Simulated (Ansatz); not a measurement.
Job for Ansatz (a quantum-chemistry and plane-wave program): R-SVWN5/def2-TZVPP on C2H6OSn (SMILES C[O][Sn][CH3]). Elements past Kr take the def2 small-core potentials; no spin–orbit coupling.

Ansatz 0.2 input:
```yaml
crystal:
  periodic: [false, false, false]
  atoms:
    - {symbol: C, position_ang: [-1.60692999, 0.38847133, 0.31795075]}
    - {symbol: O, position_ang: [-1.33034170, -0.99318758, 0.31039008]}
    - {symbol: Sn, position_ang: [0.41725984, -1.95218625, 0.22607658]}
    - {symbol: C, position_ang: [1.73441897, -0.16777136, 0.15287965]}
    - {symbol: H, position_ang: [-2.17094067, 0.64765011, 1.22024238]}
    - {symbol: H, position_ang: [-0.70429107, 1.00815512, 0.29108690]}
    - {symbol: H, position_ang: [-2.22366976, 0.64823083, -0.54909904]}
    - {symbol: H, position_ang: [1.59992098, 0.44983541, 1.04462880]}
    - {symbol: H, position_ang: [2.77970256, -0.47638368, 0.09734821]}
    - {symbol: H, position_ang: [1.50487085, 0.44718607, -0.72102118]}
basis:
  gaussian:
    orbitals: def2-TZVPP
hamiltonian:
  xc: {name: SVWN5}
scf: {lower_state_search: off}
```

The head of its log:

```
WARN ansatz: RAYON_NUM_THREADS=1 ignored (pool sized by the plan → 1); use --threads N
Functional definition: SVWN5
these checks for a lower state are left out or cut short: stability, starts, cluster_reference, orbital_swaps, neighbouring_geometries, increment
integrals: 0.14 GiB planned
1253 factors; their error is unknown
mean field: 1.00 GiB planned
mean field evaluation 1: about -9986.8490 eV, gradient 9.8e1 eV
mean field evaluation 2: about -9839.4016 eV, gradient 2.3e2 eV
```

### Question
What total energy does the run end on?

### Answer
-367.7905 hartree.
